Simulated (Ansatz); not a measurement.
Compare A (`[CH3][Al]([OH])[SH]`) with its isomer B (`C[O][AlH][SH]`).

Computed with Ansatz on PBE0-D4/def2-TZVP structures; ΔE is electronic, products minus reactants. CCSD(T)/CBS is the MP2 limit (def2-TZVPP, def2-QZVPP) plus CCSD(T) − MP2 in def2-TZVPP, frozen cores. DFT in def2-TZVPP. B3LYP here is the variant with VWN-RPA as its local correlation; programs differ in this. Each species was taken in one conformer, which may not be the lowest.

Q: Which is lower in electronic energy at CCSD(T)/CBS, and by how much? (Estimate.)

A: Ansatz gave: A, by 26.2 kcal/mol.

Q: Give E(B) − E(A) in kcal/mol with CCSD(T)/def2-TZVPP, B2PLYP, HF/def2-TZVPP, B3LYP-D4, CCSD(T)/def2-SVP, MP2/def2-TZVPP, ωB97M-V. (An estimate is asked.)

A: The calculation gave: CCSD(T)/def2-TZVPP 25.3, B2PLYP 24.9, HF/def2-TZVPP 21.3, B3LYP-D4 23.9, CCSD(T)/def2-SVP 20.2, MP2/def2-TZVPP 27.1, ωB97M-V 25.6. None reverses the order clearly.

Q: Does the order hold for the free energy at 298.15 K (harmonic terms from PBE0-D4)? (Best estimate.)

A: Ansatz gave: Yes: G(B) − G(A) = +26.1 kcal/mol, for one conformer each. Modes under 60 cm⁻¹, often nearly free rotors, make the harmonic entropy too high.

Largest T1 diagnostic: 0.012.

At CCSD(T), def2-SVP lies −6.0 kcal/mol from the extrapolated value and def2-TZVPP −0.9 kcal/mol. Leaving LDA and LC-ωPBE aside and taking each functional with its dispersion term where it has one, the values, not all of them listed here, spread over 2.7 kcal/mol, from B97M-V to r2SCANh-D4.
